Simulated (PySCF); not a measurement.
# Telling isomers of C$_{6}$H$_{9}$O$_{2}$P apart by NMR

PySCF 2.14 calculation with PBE0/pcSseg-1 with gauge-including orbitals and geometry: GFN2-xTB; no relativistic terms, one conformer, in vacuum, one averaged value for each set of equivalent atoms.

δ = σ(ref) − σ, references computed at the same level: 1H (31.72 ppm) and 13C (186.93 ppm) vs TMS. Splittings of carbon signals by F and P are missing where no couplings were computed. Where no couplings were computed, multiplicities follow the n + 1 count of equivalent neighbours, and m marks all less simple cases (inequivalent or close neighbours, rings, F or P nearby). Shifts are as computed. Against solution values, carbons near 30 ppm lie about +3 ppm off and those near 130 ppm about +5 ppm. Of 1211 compounds with measured shifts, 218 miss one by over three times the rms of a fit or turn the order of signals round; such compounds aren't used in these exercises. OH and NH positions are gas-phase values without hydrogen bonding to other molecules.

(1) Tabulate the signals of `CP(C)(=O)c1ccoc1`, `O=P1(CO)C=CCC=C1` and their relative energies.

(2) What is the quickest way to tell CP(C)(=O)c1ccoc1 from O=P1(CO)C=CCC=C1?

Results:

(1) 
| SMILES | carbon types | δC | δH | E rel. (kcal/mol) |
| --- | --- | --- | --- | --- |
| CP(C)(=O)c1ccoc1 | 1×C 3×CH 2×CH3 | 155.6, 148.7, 128.4, 115.8, 22.9 | 7.98 (m, 1H), 7.56 (m, 1H), 6.38 (m, 1H), 1.50 (m, 6H) | 0.0 |
| O=P1(CO)C=CCC=C1 | 4×CH 2×CH2 | 149.4, 135.8, 67.9, 33.8 | 6.96 (m, 2H), 6.66 (m, 2H), 3.91 (m, 2H), 3.09 (m, 1H), 2.63 (m, 1H), 2.20 (br s, 1H) | 24.2 |

Energies are electronic energies at PBE0/pcSseg-1 on these geometries, without zero-point or thermal terms, each for the one conformer computed, which needn't be the lowest.

(2) Count the carbon signals: 5 against 4. The first has a substituted aromatic carbon (C) at 128.4 ppm, the second an sp3 CH2 bonded to O and P at 67.9 ppm. Their most deshielded carbons lie at 155.6 and 149.4 ppm. In the proton spectra the most deshielded non-exchanging signals are 7.98 (m, 1H) and 6.96 (m, 2H).
